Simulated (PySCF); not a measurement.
**InC at B3LYP**

Computed with B3LYP; basis In x2c-TZVPPall, C x2c-TZVPPall; spin-free X2C with a Gaussian nucleus; PySCF 2.14.

```json
{
 "state": "⁴Σ⁻ (quartet), unpaired electrons σ ↑, π ↑↑",
 "bond length": "2.224 Å",
 "harmonic wavenumber": "456 cm⁻¹",
 "force constant": "1.33 mdyn/Å",
 "rotational constant Be": "0.3137 cm⁻¹",
 "anharmonicity ωexe": "2.69 cm⁻¹",
 "vibration–rotation constant αe": "0.00272 cm⁻¹",
 "well depth De to In + C": "63.8 kcal/mol",
 "dissociation energy D0": "63.2 kcal/mol",
 "bond order (Mayer)": "1.10",
 "dipole moment (positive dipole means In(−)C(+))": "-2.88 D"
}
```

Spin–orbit coupling is left out, which matters for elements this heavy, above all for dissociation energies. The state was picked by a PBE0 search and need not be the measured ground state.
